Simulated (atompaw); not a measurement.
# gadolinium (Gd): one change to a PAW (atompaw) potential, before and after

atompaw 4.2.0.5 input, output lines left out:

```
Gd 64
GGA-PBESOL scalarrelativistic loggrid 2001 logderivrange -6 5 276
6 6 5 4 0 0
6 1 0
5 2 1
4 3 7
0 0 0
c
c
c
c
v
v
c
c
c
v
v
c
c
v
c
2
2.80 2.40 2.15 2.05
n
n
y
0.7
n
custom polynom vanderbiltortho gaussian
bessel
2.20
2.50
1.65
2.80
2.80
2.80
```

Change: core [Kr] 4d10, valence charge 18; reference 4f7 5s2 5p6 5d1 6s0 6p0; waves now 5s (bound): rc 2.40 bohr; 6s (bound): rc 1.90 bohr; 5p (bound): rc 2.35 bohr; 6p (bound): rc 3.00 bohr; 5d (bound): rc 3.00 bohr; 5d channel at -0.45 Ry: rc 3.00 bohr; 4f (bound): rc 1.45 bohr; 4f channel at 3.5 Ry: rc 1.45 bohr; local potential bessel scheme, radius 2.70 bohr; core correction smooth core density matched at 1.70 bohr; augmentation gaussian compensation charge, radius 2.25 bohr; PAW radius 3.00 bohr; waves and projectors: custom polynom vanderbiltortho.

Cutoffs: the cutoffs (Ry, on a coarse ladder) from which the occupation-weighted sum of valence levels, in a spherical-Bessel basis at the reference potential, stays within 10 and 1 mRy of its value at 400 Ry; they do not see the model core or the augmentation charge, which bear on the density cutoff.

Problem. What does the change do?

Solution. The potential gets harder (18 Ry and 35 Ry → 90 Ry and 160 Ry); neither file shows a bound ghost. The added semicore shells are compact, so their waves need more plane waves. Several settings change at once here, so the effects cannot be laid on one of them.

```json
{"quantity": "cutoff, loose", "base": "18 Ry", "changed": "90 Ry"}
{"quantity": "cutoff, tight", "base": "35 Ry", "changed": "160 Ry"}
{"quantity": "bound ghosts", "base": "none", "changed": "none"}
{"quantity": "lowest overlap eigenvalue by channel", "base": "s 0.68, p 0.57, d 0.94", "changed": "s 0.49, p 0.63, d 0.95, f 0.99"}
```

 The cutoffs see the waves, projectors and local potential, not the compensation charge or the core.
